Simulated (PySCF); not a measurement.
# How methods differ on the electron affinity of As

As⁻ [Ar] 3d10 4s2 4p4 (3P) → As [Ar] 3d10 4s2 4p3 (4S), as a difference of total energies. Computed with PySCF 2.14 in def2-TZVPPD (7s5p5d1f, 54 functions), with the non-relativistic Hamiltonian (point nucleus). Correlated levels: valence: [Ar] 3d10 frozen; valence and next inner shell: [Ne] frozen. The calculations carry no spin-orbit coupling.

```json
{"method": "UHF", "electron affinity (eV)": "-0.703", "plus first-order spin-orbit estimate": "-0.641", "difference from reference of that sum (eV)": "-1.445"}
{"method": "LDA", "electron affinity (eV)": "0.532", "plus first-order spin-orbit estimate": "0.594", "difference from reference of that sum (eV)": "-0.210"}
{"method": "PBE", "electron affinity (eV)": "0.325", "plus first-order spin-orbit estimate": "0.387", "difference from reference of that sum (eV)": "-0.417"}
{"method": "PBE0", "electron affinity (eV)": "0.322", "plus first-order spin-orbit estimate": "0.384", "difference from reference of that sum (eV)": "-0.420"}
{"method": "r2SCAN", "electron affinity (eV)": "0.386", "plus first-order spin-orbit estimate": "0.449", "difference from reference of that sum (eV)": "-0.355"}
{"method": "BLYP", "electron affinity (eV)": "0.304", "plus first-order spin-orbit estimate": "0.366", "difference from reference of that sum (eV)": "-0.438"}
{"method": "B2PLYP", "electron affinity (eV)": "0.236", "plus first-order spin-orbit estimate": "0.298", "difference from reference of that sum (eV)": "-0.506"}
{"method": "MN15", "electron affinity (eV)": "0.157", "plus first-order spin-orbit estimate": "0.219", "difference from reference of that sum (eV)": "-0.585"}
{"method": "TPSSh", "electron affinity (eV)": "0.350", "plus first-order spin-orbit estimate": "0.412", "difference from reference of that sum (eV)": "-0.392"}
{"method": "MP2 (valence)", "electron affinity (eV)": "-0.074", "plus first-order spin-orbit estimate": "-0.011", "difference from reference of that sum (eV)": "-0.815"}
{"method": "SCS-MP2 (valence)", "electron affinity (eV)": "-0.011", "plus first-order spin-orbit estimate": "0.052", "difference from reference of that sum (eV)": "-0.752"}
{"method": "MP2 (valence and next inner shell)", "electron affinity (eV)": "-0.044", "plus first-order spin-orbit estimate": "0.018", "difference from reference of that sum (eV)": "-0.786"}
{"method": "SCS-MP2 (valence and next inner shell)", "electron affinity (eV)": "0.005", "plus first-order spin-orbit estimate": "0.067", "difference from reference of that sum (eV)": "-0.737"}
```

Reference: 0.804 eV (measured; photodetachment measurements, as compiled on the Wikipedia data page of electron affinities).

A first-order spin-orbit estimate (lowest level to lowest level, LS coupling) adds 0.062 eV.

These non-relativistic numbers lack the scalar-relativistic shift.

Errors of the correlated levels include the incompleteness of this basis and the frozen core.

A negative affinity means that the anion lies above the atom at that level of theory.

In the anion the highest occupied orbital energy is positive at LDA, PBE, PBE0, r2SCAN, BLYP, B2PLYP, MN15, TPSSh, a self-interaction effect; the basis confines that electron, and the energy difference can still be sensible.
